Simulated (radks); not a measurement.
Question: Pb44+, 38 electrons, occupied as [Kr] 4d2. Calculated with a radial shooting solver on a logarithmic mesh with Libxc functionals: scalar-relativistic Kohn-Sham, LDA (Slater exchange, VWN5 correlation), spin-polarised, spherical densities, finite nucleus; open shells are filled with parallel spins first (spin-orbit coupling, left out, can overturn this in heavy ions); Fermi nuclear charge, rms radius 5.5012 fm. Some entries of the table are withheld. Estimate them.

| orbital | occ. | eigenvalue (Ry) | <1/r> (bohr^-1) |
|---|---|---|---|
| 1s up | 1 | -6624.391 | 101.2 |
| 1s down | 1 | -6624.382 | 101.2 |
| 2s up | 1 | -1313.422 | 23.78 |
| 2s down | 1 | -1313.232 | 23.78 |
| 2p up | 3 | -1149.782 | 20.91 |
| 2p down | 3 | -1149.618 | 20.91 |
| 3s up | 1 | -429.0106 | 8.920 |
| 3s down | 1 | -428.8761 | 8.922 |
| 3p up | 3 | -381.8563 | 8.092 |
| 3p down | 3 | -381.7128 | 8.094 |
| 3d up | 5 | -334.8737 | 7.595 |
| 3d down | 5 | -334.6959 | 7.595 |
| 4s up | 1 | (1) | (2) |
| 4s down | 1 | (3) | (4) |
| 4p up | 3 | -179.1082 | (5) |
| 4p down | 3 | -178.6377 | (6) |
| 4d up | 2 | -160.6003 | 3.694 |
| 4d down | 0 | -160.1289 | 3.693 |

Answer: 
(1) 4s up eigenvalue (Ry): -196.5080
(2) 4s up <1/r> (bohr^-1): 4.273
(3) 4s down eigenvalue (Ry): -196.0303
(4) 4s down <1/r> (bohr^-1): 4.272
(5) 4p up <1/r> (bohr^-1): 3.945
(6) 4p down <1/r> (bohr^-1): 3.943
